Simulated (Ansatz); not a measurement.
`[SiH3][CH2][SbH2]` + `C=C=N` → `C=C=[N][SbH2]` + `C[SiH3]` at 600 K and 1 bar (ligand exchange at the Sb–C bond).

Gas-phase electronic energies from Ansatz, PBE0-D4/def2-TZVP geometries. CBS: MP2 limit from def2 TZ/QZ plus the TZ coupled-cluster correction, frozen cores. This one scheme is used for every species. def2 core potentials past Kr. For Sb outer-core shells are correlated without core-valence functions, which leaves a few kJ/mol of doubt a bond. Each species was taken in one conformer, which may not be the lowest.

```tsv
species	CCSD(T)/CBS energy (Eh)	H − E (kJ/mol)	S (J/(mol·K))
`[SiH3][CH2][SbH2]`	-571.33795	228.5	431.8
`C=C=N`	-132.55079	148.0	296.9
`C=C=[N][SbH2]`	-373.15774	176.4	405.4
`C[SiH3]`	-330.73916	199.7	315.0
```

H − E and S are ideal-gas, rigid-rotor, harmonic terms from PBE0-D4/def2-TZVP, for one conformer and one mirror image of each species. 1 Eh = 2625.50 kJ/mol, R = 8.31446 J/(mol·K).

**Question.** By hand: ΔE, ΔH, ΔS and ΔG.

**Answer.** ΔE = (-373.15774) + (-330.73916) − (-571.33795) − (-132.55079) = -0.00816 Eh = -21.4 kJ/mol. Δ(H − E) = 176.4 + 199.7 − 228.5 − 148.0 = -0.4, so ΔH = -21.8 kJ/mol. ΔS = 405.4 + 315.0 − 431.8 − 296.9 = -8.3 J/(mol·K). ΔG = -21.8 − 600 × (-8.3)/1000 = -16.8 kJ/mol.

**Question.** By hand: the equilibrium constant, and the temperature at which ΔG would vanish if ΔH and ΔS stayed fixed.

**Answer.** log₁₀ K = −ΔG/(RT ln 10) = 1.5. ΔG = 0 at ΔH/ΔS = 2627 K, far beyond where these terms or the molecules hold.

The number of gas molecules stays the same, so ΔS is small and ΔH decides. A doubt of 5 kJ/mol in ΔE shifts log₁₀ K by 0.4 here. Other conformers and mirror images would add mixing entropy, several J/(mol·K) or more a flexible species. Modes under 60 cm⁻¹, often nearly free rotors, make the harmonic entropy too high. These are equilibria of isolated gas molecules and say nothing of rates. Largest T1 diagnostic: 0.015 (customary marks: 0.02 for closed shells, 0.045 for open ones).
